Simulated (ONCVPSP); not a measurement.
# Varying the ONCV potential for Ga (Z = 31)

Base potential:

```json
{
 "Element": "Ga",
 "Generator": "ONCVPSP 4.0.1",
 "Type": "optimised norm-conserving Vanderbilt (ONCV)",
 "Functional": "PBE",
 "Relativity": "scalar-relativistic",
 "Frozen core": "[Ar] 3d10",
 "Valence charge": "3",
 "Reference configuration": "4s1.5 (charge +1.5)",
 "Partial waves": "4s: rc 1.50 bohr, ncon 4, nbas 7, qcut 3.6 1/bohr, 2 projectors, debl 3.2 Ha; p scattering state at 0.32 Ha: rc 1.30 bohr, ncon 4, nbas 8, qcut 5.9 1/bohr, 2 projectors, debl 0.7 Ha",
 "Local potential": "polynomial inside 0.85 bohr (lpopt 5, dvloc0 4 Ha)",
 "Core correction": "Teter function, fcfact 5, rcfact 1"
}
```

Cutoffs, loose and tight: the cutoffs (Ha) at which the residual kinetic energy of the hardest occupied pseudo-wave falls to 1 and 0.1 mHa per electron. They do not see the model core or the augmentation charge, which bear on the density cutoff. Test errors are all-electron minus pseudo excitation energies from the reference, over the configurations 4s2 4p1; 4s2; 4s1; 4s0 4p3. A dash means not determined; rows that change the core or the reference have their own tests. The largest error is taken over the tests solved by every variant that gives reliable tests at all: 4s1; 4s2; 4s2 4p1.

A true bound ghost makes a file unfit for plane-wave use even where its test errors are small: the radial tests pick states by their node count and pass the ghost by.

| change | outcome | cutoff, loose | cutoff, tight | bound ghosts | GHOST(+) flags above zero | largest test error (meV) |
| --- | --- | --- | --- | --- | --- | --- |
| base | generated | 11 Ha | 47 Ha | p, s | p | +68 |
| core correction Teter function, fcfact 1.4, rcfact 1 | generated | 11 Ha | 47 Ha | p, s | p | +63 |
| core correction Teter function, fcfact 2.1, rcfact 1 | generated | 11 Ha | 47 Ha | p, s | p | +63 |
| core correction Teter function, fcfact 2.6, rcfact 1 | generated | 11 Ha | 47 Ha | p, s | p | +64 |
| core correction Teter function, fcfact 3.5, rcfact 1 | generated | 11 Ha | 47 Ha | p, s | p | +66 |
| core correction Teter function, fcfact 4.1, rcfact 1 | generated | 11 Ha | 47 Ha | p, s | p | +67 |
| core correction Teter function, fcfact 4.9, rcfact 1 | generated | 11 Ha | 47 Ha | p, s | p | +68 |
| core correction Teter function, fcfact 5.7, rcfact 1 | generated | 11 Ha | 47 Ha | p, s | p | +69 |
| core correction Teter function, fcfact 6.1, rcfact 1 | generated | 11 Ha | 47 Ha | p, s | p | +69 |
| core correction Teter function, fcfact 7.2, rcfact 1 | generated | 11 Ha | 47 Ha | p, s | p | +69 |
| core correction Teter function, fcfact 7.6, rcfact 1 | generated | 11 Ha | 47 Ha | p, s | p | +69 |

Reading the sweep of the fcfact (base included, trends over the rows without a ghost): Bound ghosts are found at 1.4, 2.1, 2.6, 3.5, 4.1, 4.9, 5, 5.7, 6.1, 7.2, 7.6. Every judged row has one, so this setting neither creates nor removes them.
